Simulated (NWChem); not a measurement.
System meant: C2H5O2 cation; SMILES C[OH+]C=O

Here is an NWChem input.

```
start job
memory heap 200 mb stack 900 mb global 1100 mb
charge 1
geometry units angstroms noautoz
  C      0.150666     1.775061     0.154652
  O     -0.350732     0.390257     0.154124
  C      0.395475    -0.857950    -0.207704
  O     -0.171885    -1.862819    -0.141915
  H      1.194476     1.719965    -0.175566
  H     -0.456937     2.347860    -0.555193
  H      0.081604     2.152910     1.181123
  H     -1.280888     0.232494     0.423262
  H      1.420780    -0.559513    -0.489531
end
basis spherical
  C library def2-svp
  O library def2-svp
  H library def2-svp
end
dft
  xc xpbe96 cpbe96
  iterations 4
  mulliken
end
task dft energy
```

End of the output:

```
    Atom       Charge   Shell Charges
 -----------   ------   -------------------------------------------------------
    1 C    6     5.88   1.96  0.60  0.31  1.84  1.08  0.09
    2 O    8     7.85   1.97  0.87  0.51  2.73  1.75  0.03
    3 C    6     5.79   1.96  0.63  0.32  1.75  0.90  0.24
    4 O    8     7.93   1.98  0.93  0.63  2.66  1.70  0.04
    5 H    1     0.93   0.62  0.24  0.07
    6 H    1     0.93   0.62  0.23  0.07
    7 H    1     0.93   0.62  0.23  0.07
    8 H    1     0.83   0.51  0.15  0.17
    9 H    1     0.94   0.61  0.25  0.07

 center of mass
 --------------
 x =  -0.02724356 y =  -0.18324999 z =  -0.00009255

 moments of inertia (a.u.)
 ------------------
         429.952336720091          -0.000000000001           0.000000000000
          -0.000000000001          44.026213216820           0.000000000001
           0.000000000000           0.000000000001         461.946970543769

     Multipole analysis of the density
     ---------------------------------

     L   x y z        total         alpha         beta         nuclear
     -   - - -        -----         -----         ----         -------
     0   0 0 0      1.000000    -16.000000    -16.000000     33.000000

     1   1 0 0      0.026355      0.013177      0.013177     -0.000000
     1   0 1 0      1.424434      0.712217      0.712217      0.000000
     1   0 0 1      0.000777      0.000388      0.000388     -0.000000

     2   2 0 0    -11.285908    -20.152012    -20.152012     29.018116
     2   1 1 0     -1.205421     -0.503392     -0.503392     -0.198637
     2   1 0 1     -0.006124      0.001391      0.001391     -0.008906
     2   0 2 0    -11.413540   -124.397836   -124.397836    237.382131
     2   0 1 1      0.006460     -0.004984     -0.004984      0.016428
     2   0 0 2    -15.701083    -10.835004    -10.835004      5.968926

 ------------------------------------------------------------------------
 dft energy failed                                                                                  0
 ------------------------------------------------------------------------
 ------------------------------------------------------------------------
  current input line :
    25: task dft energy
 ------------------------------------------------------------------------
 ------------------------------------------------------------------------
 This type of error is most commonly associated with calculations not reaching convergence criteria
 ------------------------------------------------------------------------
 For more information see the NWChem manual at https://nwchemgit.github.io

0:dft energy failed:Received an Error in Communication
```

Problem. Can this run be used? If not, why, and what is the fix?

Solution. Convergence was not reached. Cause: the SCF was allowed too few iterations. This input runs:
```
start job
memory heap 200 mb stack 900 mb global 1100 mb
charge 1
geometry units angstroms noautoz
  C      0.150666     1.775061     0.154652
  O     -0.350732     0.390257     0.154124
  C      0.395475    -0.857950    -0.207704
  O     -0.171885    -1.862819    -0.141915
  H      1.194476     1.719965    -0.175566
  H     -0.456937     2.347860    -0.555193
  H      0.081604     2.152910     1.181123
  H     -1.280888     0.232494     0.423262
  H      1.420780    -0.559513    -0.489531
end
basis spherical
  * library def2-svp
end
dft
  xc xpbe96 cpbe96
  iterations 150
  mulliken
end
task dft energy
```
It converges to -228.90897 Ha (PBE/def2-SVP).
